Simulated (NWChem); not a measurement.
System: N-methylmethanimine (C$_{2}$H$_{5}$N); SMILES C=NC

Here is an NWChem input.

```
start job
memory heap 200 mb stack 900 mb global 1100 mb
geometry units angstroms noautoz
  C     -0.122660     1.135780     0.000000
  N      0.539145    -0.137443     0.000000
  C     -0.164630    -1.184008     0.000000
  H      0.200402     1.714094     0.880980
  H      0.200402     1.714094    -0.880980
  H     -1.230277     1.075240     0.000000
  H     -1.275026    -1.175491     0.000000
  H      0.324506    -2.169141     0.000000
end
basis spherical
  * library def2-tzvpd
end
dft
  xc slater vwn_5
  iterations 150
  mulliken
end
task dft energy
```

The geometry was optimised at PBE0/def2-SVP.

Task: What results follow from this input? (LDA (Slater exchange, VWN5)/def2-TZVPD.) Quantities: energy (Ha); highest occupied level (eV); orbital gap (eV); dipole (D).

Result: The energy (Ha) is -132.79. The highest occupied level (eV) comes out as -5.97. The orbital gap (eV) is 4.22 and the dipole (D) is 1.43.
